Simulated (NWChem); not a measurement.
Molecule: AlH3S3; SMILES [SH][Al]([SH])[SH]

```xyz
7

Al    -0.0225     0.0255     0.0312
S     -0.7283     2.1021     0.0029
H      0.4908     2.5762    -0.3841
S      2.1407    -0.3843    -0.0241
H      1.9695    -1.6919    -0.3702
S     -1.5668    -1.5367     0.1177
H     -0.6863    -2.5001     0.5122
```
Atoms are numbered in this order, from 1.

Level: PBE-D3(BJ)/def2-SVP (NWChem), optimised geometry, unscaled harmonic frequencies. 

Q: List the harmonic frequencies with IR intensities, and the thermochemistry.

A: 
```
frequency (cm⁻¹)  IR intensity (km/mol)
----------------  ---------------------
112                                 2.6
116                                13.2
158                                 2.9
167                                18.9
203                                22.3
225                                20.8
339                                 0.1
524                                46.6
537                                89.5
583                                30.3
649                                17.2
677                                42.1
2612                                0.9
2615                                1.9
2617                                0.1
```

- zero-point energy: 17.3 kcal/mol
- thermal correction to the enthalpy at 298.15 K (with zero-point energy): 22.8 kcal/mol
- heat capacity Cv: 24.1 cal/(mol K)
- entropy at 298.15 K and 1 atm (symmetry number 1): 88.1 cal/(mol K)
- dipole moment: 1.73 D

Rigid rotor and harmonic oscillator.
